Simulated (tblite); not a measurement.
C₅H₁₂Si.
Bonds: C1–C2 (double), C2–C3, C2–Si4, Si4–C5, Si4–C6. Hydrogens: H7, H8 on C1; H9, H10, H11 on C3; H12 on Si4; H13, H14, H15 on C5; H16, H17, H18 on C6.

A start from a force field or distance geometry was refined with GFN2-xTB geometry optimisation, gas phase (tblite). Values at the start:

| coordinate | start |
| --- | --- |
| C1=C2 | 1.357 Å |
| C1–H7 | 1.089 Å |
| C1–H8 | 1.081 Å |
| C2–C3 | 1.504 Å |
| C2–Si4 | 1.882 Å |
| C3–H9 | 1.092 Å |
| Si4–C5 | 1.844 Å |
| Si4–H12 | 1.499 Å |
| C5–H13 | 1.099 Å |
| C1–C2–C3 | 121.0° |
| C1–C2–Si4 | 122.3° |
| C2–Si4–C5 | 110.5° |
| C3–C2–Si4 | 116.6° |
| C5–Si4–C6 | 111.6° |
| C1–C2–Si4–C5 | -118° |

Task: How do these coordinates change at the GFN2-xTB level?

Result: 
| coordinate | GFN2-xTB (Å or °) | change |
| --- | --- | --- |
| Si4–C5 | 1.905 | +0.061 |
| C1=C2 | 1.326 | -0.031 |
| Si4–H12 | 1.473 | -0.026 |
| C2–Si4 | 1.898 | +0.016 |
| C5–H13 | 1.086 | -0.013 |
| C1–H7 | 1.077 | -0.012 |
| C2–C3 | 1.500 | -0.004 |
| C3–H9 | 1.089 | -0.003 |
| C1–H8 | 1.081 | 0.000 |
| C5–Si4–C6 | 109.1 | -2.5 |
| C2–Si4–C5 | 109.7 | -0.8 |
| C3–C2–Si4 | 117.2 | +0.6 |
| C1–C2–C3 | 120.6 | -0.4 |
| C1–C2–Si4 | 122.1 | -0.2 |
| C1–C2–Si4–C5 | -120 | -2 |

The energy falls by 0.132 eV over 33 L-BFGS steps, the largest force on an atom goes from 1.75 to 0.008 eV/Å, and the atoms move by 0.035 Å rms after alignment. The bond that changes most is Si4–C5 (SiH silicon to Si-methyl carbon), which lengthens by 0.061 Å. Bonds longer at the end by more than 0.005 Å: 3 of 17; shorter: 9. Rotational constants go from 3498, 1862, 1765 to 3445, 1844, 1740 MHz.

Its lowest GFN2-xTB frequency is 15 cm⁻¹, too small to tell a flat minimum from a shallow saddle. The numbers are those of one conformer.

The values belong to the conformer `[CH2:1]=[C:2]([CH3:3])[SiH:4]([CH3:5])[CH3:6]`: C1–C2–Si4–C5 -120°.

All values are computed, not measured.
